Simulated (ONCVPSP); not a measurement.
**Before and after: ONCV potential for B**

B, optimised norm-conserving Vanderbilt (ONCV), made with ONCVPSP 4.0.1 (LDA (Perdew-Wang 92), scalar-relativistic). Core [He], reference 2s1.5 2p1.5. Waves: 2s: rc 1.55 bohr, ncon 4, nbas 8, qcut 5 1/bohr, local; 2p: rc 2.60 bohr, ncon 4, nbas 8, qcut 4.1 1/bohr, 3 projectors, debl 1.3 Ha. Local part: the s channel. Core correction: none.

All-electron outer shells of the reference configuration (LDA (PZ), scalar-relativistic, ld1.x):

| shell | level (eV) | outermost node (bohr) | outermost maximum (bohr) |
| --- | --- | --- | --- |
| 1s | -179.19 | – | 0.21 |
| 2s | -9.63 | 0.46 | 1.52 |
| 2p | -3.95 | – | 1.55 |

Change: all radii scaled by about 0.87 (s 1.34, p 2.26 bohr).

Cutoffs: the cutoffs (Ha) at which the residual kinetic energy of the hardest occupied pseudo-wave falls to 1 and 0.1 mHa per electron; they do not see the model core or the augmentation charge, which bear on the density cutoff. Errors are all-electron minus pseudo energies relative to the spin-unpolarised reference configuration.

Q: Predict the effect on cutoff, ghosts and configuration errors.

A: The potential gets harder (10.0 Ha and 20 Ha → 11 Ha and 41 Ha); of the 4 tests that both files solve, the error grows in 0 and shrinks in 4 by more than 15 % and 0.3 meV (median size 63.6 → 44.4 meV); neither file shows a bound ghost. A smaller radius makes the pseudo-wave follow the all-electron one further in, where it bends more sharply, so more plane waves are needed. Less of the atom is replaced, so other configurations are described better.

```csv
quantity,base,changed
"cutoff, loose",10.0 Ha,11 Ha
"cutoff, tight",20 Ha,41 Ha
loose cutoff by channel,"s 10.0 Ha, p 6.7 Ha","s 11 Ha, p 7.8 Ha"
bound ghosts,none,none
GHOST(+) flags under 300 eV,none,none
"error for 2s2 2p1, meV [ΔE -2.84 eV]",-1.9,-0.8
"error for 2s2 2p0, meV [ΔE 5.48 eV]",+106,+74
"error for 2s1 2p0, meV [ΔE 30.78 eV]",+365,+278
"error for 2s2 2p0.5, meV [ΔE 0.10 eV]",+21,+15
```
